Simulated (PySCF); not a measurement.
# Cs⁵⁴⁺ (caesium, charge +54): UHF calculation

Configuration: 1s1, 2S determinant. Computed with PySCF 2.14 in an uncontracted even-tempered set (17 s from 120 bohr⁻², ratio 2.2; 7 p from 180 bohr⁻², ratio 2.4; 4 d from 540 bohr⁻², ratio 2.4; 3 f from 810 bohr⁻², ratio 2.4; 3 g from 1200 bohr⁻², ratio 2.4), with scalar relativity by spin-free X2C-1e.

```
Total energy             : -1578.740984 hartree
One-electron energy      : -1578.7410 hartree
Hartree (Coulomb) energy : 18.8963 hartree
Exchange energy          : -18.8963 hartree
⟨S²⟩                     : 0.7500
⟨L²⟩                     : 0.000
Sum of ⟨r⟩               : 0.02509 bohr
Sum of ⟨r²⟩              : 0.0008615 bohr²
```

```
shell  electrons  mean orbital energy (hartree)  rms radius, mean of both spins (bohr)
 1s α          1                    -1578.74098                                 0.0294
```

Densities and radii are taken from the X2C orbitals without a picture-change correction, which distorts them close to the nucleus.
